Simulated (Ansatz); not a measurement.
Reaction: H3BSO (SMILES OBS) → H2BSO (SMILES [O]BS, doublet) + H (doublet) (the H-O bond breaks)
Each species at its own B3LYP-D3(BJ)/def2-TZVP minimum (Ansatz, a first-principles code), one conformer.

Total energies in hartree (Ansatz). Radicals and triplets start from unrestricted determinants; spin-orbit coupling is neglected. Correlated methods leave the cores frozen. No relativity. For partners of very few electrons the exact lower level stands in for a higher one.

```csv
species,HF/cc-pV(T+d)Z,CCSD(T)/cc-pV(T+d)Z,HF/cc-pV(Q+d)Z,CCSD(T)/cc-pV(Q+d)Z,CCSD(T)/cc-pV(D+d)Z,CCSDT(Q)/cc-pV(D+d)Z
1: H3BSO (SMILES OBS),-498.96147,-499.53402,-498.97278,-499.58385,-499.36687,-499.36878
"2: H2BSO (SMILES [O]BS, doublet)",-498.32983,-498.85587,-498.34075,-498.90308,-498.69946,-498.70209
3: H (doublet),-0.49981,-0.49981,-0.49995,-0.49995,-0.49928,-0.49928
```

### Question
Work out the bond dissociation energy (electronic) in kcal/mol: take Hartree-Fock from cc-pV(Q+d)Z, extrapolate the CCSD(T) correlation energy as X^-3 (X = 3, 4), and add CCSDT(Q) - CCSD(T) in cc-pV(D+d)Z. 1 hartree = 627.51 kcal/mol.

### Answer

Species 1: correlation (64·(-0.61107) - 27·(-0.57255))/37 = -0.63918; step -0.00191; E1 = -498.97278 + (-0.63918) + (-0.00191) = -499.61387
Species 2: correlation (64·(-0.56233) - 27·(-0.52604))/37 = -0.58881; step -0.00263; E2 = -498.34075 + (-0.58881) + (-0.00263) = -498.93219
Species 3: correlation (64·(0.00000) - 27·(0.00000))/37 = 0.00000; step +0.00000; E3 = -0.49995 + (0.00000) + (+0.00000) = -0.49995
-1·E1 +1·E2 +1·E3 = 0.18173 hartree = 114.0 kcal/mol.
